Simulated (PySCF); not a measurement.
Correlation energy of Ce³⁰⁺ (cerium, charge +30)

Starting occupation: [Ar] 3d10. All numbers are calculated (PySCF 2.14, X2C-1e with screened-nucleus spin-orbit coupling, Gaussian nucleus, in an uncontracted even-tempered set (19 s from 1.7 bohr⁻², ratio 2.6; 15 p from 2.1 bohr⁻², ratio 2.6; 10 d from 2.1 bohr⁻², ratio 2.6; 6 f from 2.2 bohr⁻², ratio 2.8)). Frozen: [Ar]; 10 electrons correlated; the 100 highest virtual spinors left out.

MP2 pair energies summed by pair of shells (mhartree):

```tsv
pair	energy	share (%)
3d3/2-3d5/2	-187.48	49.7
3d5/2-3d5/2	-132.37	35.1
3d3/2-3d3/2	-57.07	15.1
```

Total MP2 correlation energy: -376.91 mhartree.

The virtual space was cut to 70 spinors, which keep -371.97 of the -376.91 mhartree of MP2 correlation.

| level | correlation energy (mhartree) |
| --- | --- |
| CCSD | -367.04 |
| (T) | -0.30 |
| CCSD(T) | -367.34 |

Diagnostics: T1 = 8.7e-05, largest double amplitude 0.007.

Task: Is a single reference adequate?

Result: Yes: T1 lies below 0.03 and no double amplitude reaches 0.07.

At this charge the one-electron X2C treatment keeps the bare 1/r₁₂, with no two-electron picture change or Breit term. The effect here is smaller than on the frozen 1s shell.
